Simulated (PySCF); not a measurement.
**Correlation energy of W⁺ (tungsten, charge +1)**

[Xe] 4f14 5d4 6s1, high-spin 6D determinant. Computed with PySCF 2.14 in ANO-RCC-VTZP, with the spin-free X2C one-electron Hamiltonian (Gaussian nucleus). Frozen: [Xe] 4f14; 5 electrons correlated.

```json
{"level": "CCSD", "correlation energy (mhartree)": "-50.46"}
{"level": "(T)", "correlation energy (mhartree)": "-0.64"}
{"level": "CCSD(T)", "correlation energy (mhartree)": "-51.10"}
```

Diagnostics: T1 = 0.0040, D1 = 0.0096, largest double amplitude 0.028.

Spin-orbit coupling, absent here, splits the open shell strongly.

Cost of the coupled-cluster step: of the order of 10 core-seconds, for 5 correlated electrons.
